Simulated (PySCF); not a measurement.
Atom-mapped SMILES (the numbers label the heavy atoms): `[CH3:1][O:2][CH2:3][c:4]1[cH:5][c:6]1=[O:7]` (H(Xn): hydrogen on atom n).

Geometry: GFN2-xTB; GIAO absolute shieldings from PySCF, gas phase, non-relativistic, averaged over equivalent atoms.

At PBE0/3-21G (75 basis functions, 8.2 s wall time on 1 thread of an Intel Xeon, shared host):
```json
{"atoms": "C4", "σ (ppm)": "49.3"}
{"atoms": "C5", "σ (ppm)": "73.0"}
{"atoms": "C6", "σ (ppm)": "80.9"}
{"atoms": "C3", "σ (ppm)": "144.4"}
{"atoms": "C1", "σ (ppm)": "156.1"}
{"atoms": "O7", "σ (ppm)": "53.1"}
{"atoms": "O2", "σ (ppm)": "341.6"}
{"atoms": "H(C5)", "σ (ppm)": "24.61"}
{"atoms": "H(C3)", "σ (ppm)": "28.15"}
{"atoms": "H(C1)", "σ (ppm)": "29.27"}
```

Estimate the result of repeating the calculation with PBE0/IGLO-II.

Answers


```json
{"atoms": "C4", "σ at PBE0/IGLO-II": "5.9", "change": "-43.4"}
{"atoms": "C5", "σ at PBE0/IGLO-II": "36.9", "change": "-36.1"}
{"atoms": "C6", "σ at PBE0/IGLO-II": "40.0", "change": "-40.9"}
{"atoms": "C3", "σ at PBE0/IGLO-II": "116.1", "change": "-28.3"}
{"atoms": "C1", "σ at PBE0/IGLO-II": "129.1", "change": "-27.0"}
{"atoms": "O7", "σ at PBE0/IGLO-II": "33.9", "change": "-19.2"}
{"atoms": "O2", "σ at PBE0/IGLO-II": "320.2", "change": "-21.4"}
{"atoms": "H(C5)", "σ at PBE0/IGLO-II": "23.75", "change": "-0.86"}
{"atoms": "H(C3)", "σ at PBE0/IGLO-II": "27.41", "change": "-0.74"}
{"atoms": "H(C1)", "σ at PBE0/IGLO-II": "28.35", "change": "-0.92"}
```

The largest change is at C4 (unsaturated ring carbon). Cost: 190 basis functions, 34 s wall time on 1 thread of an Intel Xeon, shared host. The order of the carbon signals is the same at both levels.
